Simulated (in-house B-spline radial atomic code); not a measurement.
Successive ionisation energies of iodine; each step leads to the configuration of the next row (after the last: [Ar] 3d1). NIST's values go from ground level to ground level; the uncertainty of those that are theory runs from under 0.1 % in few-electron ions to several per cent in heavy many-electron ones. Computed with an all-electron radial atomic-structure program (B-spline basis): non-relativistic Hartree-Fock, average of the configuration, point nuclei.

This level leaves out relativity, spin-orbit splitting included, which matters for heavy ions.

```csv
ion,configuration,ionisation energy (eV),tabulated value (eV),tabulated kind,computed minus tabulated (eV),highest orbital,largest mean radius (bohr)
I14+,[Kr] 4d3,334.8,335,tabulated theory,-0.2,4d,0.78249
I15+,[Kr] 4d2,363.9,365,tabulated theory,-1.1,4d,0.77002
I16+,[Kr] 4d1,?,?,tabulated theory,?,?,?
I17+,[Ar] 3d10 4s2 4p6,503.6,505,tabulated theory,-1.4,4p,0.723
I18+,[Ar] 3d10 4s2 4p5,?,?,tabulated theory,?,?,?
I19+,[Ar] 3d10 4s2 4p4,566.8,569,tabulated theory,-2.2,4p,0.70771
I20+,[Ar] 3d10 4s2 4p3,599.2,601,tabulated theory,-1.8,4p,0.70059
I21+,[Ar] 3d10 4s2 4p2,632.0,649,tabulated theory,-17.0,4p,0.69367
I22+,[Ar] 3d10 4s2 4p1,665.4,683,tabulated theory,-17.6,4p,0.68692
I23+,[Ar] 3d10 4s2,740.2,762,tabulated theory,-21.8,4s,0.6744
I24+,[Ar] 3d10 4s1,776.2,800.8,semi-empirical,-24.6,4s,0.66822
I25+,[Ar] 3d10,?,?,tabulated theory,?,?,?
I26+,[Ar] 3d9,1485.4,1472,tabulated theory,13.4,3d,0.31851
I27+,[Ar] 3d8,1566.0,1553,tabulated theory,13.0,3d,0.31618
I28+,[Ar] 3d7,1648.1,1639,tabulated theory,9.1,3d,0.31387
I29+,[Ar] 3d6,1731.7,1720,tabulated theory,11.7,3d,0.31157
I30+,[Ar] 3d5,1816.9,1812,tabulated theory,4.9,3d,0.3093
I31+,[Ar] 3d4,1903.6,1911,tabulated theory,-7.4,3d,0.30704
I32+,[Ar] 3d3,1991.9,1999,tabulated theory,-7.1,3d,0.30481
I33+,[Ar] 3d2,2081.7,2093,tabulated theory,-11.3,3d,0.3026
```

Fill in the row of I16+.

ionisation energy (eV): 393.6; tabulated value (eV): 393; computed minus tabulated (eV): 0.6; highest orbital: 4d; largest mean radius (bohr): 0.75808.

Fill in the row of I18+.

ionisation energy (eV): 535.0; tabulated value (eV): 535; computed minus tabulated (eV): 0.0; highest orbital: 4p; largest mean radius (bohr): 0.71503.

Fill in the row of I25+.

ionisation energy (eV): 1406.5; tabulated value (eV): 1397; computed minus tabulated (eV): 9.5; highest orbital: 3d; largest mean radius (bohr): 0.32085.

Where is the largest jump?

From I24+ to I25+, by a factor of 1.81 (776.23 to 1406.5 eV); the highest orbital goes from 4s to 3d.
